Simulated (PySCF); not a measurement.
**A survey of ¹⁵N NMR shifts**

Computational details: structure optimised with GFN2-xTB, NMR shieldings at PBE0/pcSseg-1/GIAO, in PySCF (a single conformation, non-relativistic, no solvent model, rapidly exchanging positions averaged).

Shieldings were converted by a linear fit to measured shifts: ¹⁵N: δ = -148.07 − 0.921σ (rms 6.3 ppm, 71 shifts vs CH3NO2, solution or neat liquid). Occasional misses reach two or three times the rms, and more in compound classes unlike the fitted ones.

Problem. Give the ¹⁵N shifts of `FC(F)(F)Cc1ncc[nH]1`, `CO/C=P\CN(C)C`, `CC(=S)c1nccnc1F`, `N#C[SiH2]S[SiH2]O[SiH3]`.

Solution. 
```
                                                      compound                             environment  δ (ppm)
[F:1][C:2]([F:3])([F:4])[CH2:5][c:6]1[n:7][cH:8][cH:9][nH:10]1  N7: pyridine-type nitrogen of an azole   -111.4
[F:1][C:2]([F:3])([F:4])[CH2:5][c:6]1[n:7][cH:8][cH:9][nH:10]1         N10: pyrrole-type ring nitrogen   -227.6
                                                 CO/C=P\CN(C)C                          amine nitrogen   -361.1
  [CH3:1][C:2](=[S:3])[c:4]1[n:5][cH:6][cH:7][n:8][c:9]1[F:10]         N5: pyridine-type ring nitrogen    -45.7
  [CH3:1][C:2](=[S:3])[c:4]1[n:5][cH:6][cH:7][n:8][c:9]1[F:10]         N8: pyridine-type ring nitrogen    -81.6
                                       N#C[SiH2]S[SiH2]O[SiH3]                        nitrile nitrogen    -54.4
```
